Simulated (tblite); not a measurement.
Question: Give a GFN2-xTB geometry of `CC[Si](CC)(CCl)CCl`.

Answer: 
```xyz
23
C6H14Cl2Si angstrom
C     -1.886    1.134   -1.287
C     -0.726    0.166   -1.508
Si     0.014   -0.500    0.122
C      0.695    0.875    1.258
C      1.803    1.698    0.604
C      1.407   -1.754   -0.304
Cl     2.191   -2.295    1.206
C     -1.313   -1.497    1.090
Cl    -2.043   -2.712    0.004
H     -2.276    1.488   -2.239
H     -2.693    0.644   -0.750
H     -1.566    1.997   -0.709
H     -1.078   -0.668   -2.117
H      0.049    0.666   -2.090
H     -0.115    1.544    1.555
H      1.083    0.433    2.177
H      2.160    2.468    1.285
H      2.645    1.063    0.342
H      1.445    2.181   -0.301
H      1.029   -2.648   -0.792
H      2.191   -1.328   -0.925
H     -2.129   -0.881    1.458
H     -0.891   -2.047    1.928
```

Any rigid rotation of these coordinates is as good. Atoms count from 1 in this order. Si3 (four-coordinate silicon) is distorted tetrahedral (angles from 105.9° to 113.2°).

Bonds between heavy atoms (Å): C1–C2 1.527, C2–Si3 1.910, Si3–C4 1.910, C4–C5 1.527, Si3–C6 1.922, C6–Cl7 1.786, Si3–C8 1.922, C8–Cl9 1.786.

Computed geometry: GFN2-xTB, gas phase.

Point group: C2 (tolerance 0.08 Å). Its GFN2-xTB frequencies are all real (lowest 24 cm⁻¹). The numbers are those of one conformer (C1–C2–Si3–C4 -60°, C2–Si3–C4–C5 -60°, C2–Si3–C6–Cl7 176°, C2–Si3–C8–Cl9 51°). 3 starts were optimised and ended at 0.00, 0.12 and 0.54 kcal/mol (GFN2-xTB); the lowest of these is shown.

Hardware: Arm Neoverse V1, one thread, shared host. Cost: 0.66 s. That covers the optimisation of the geometry.
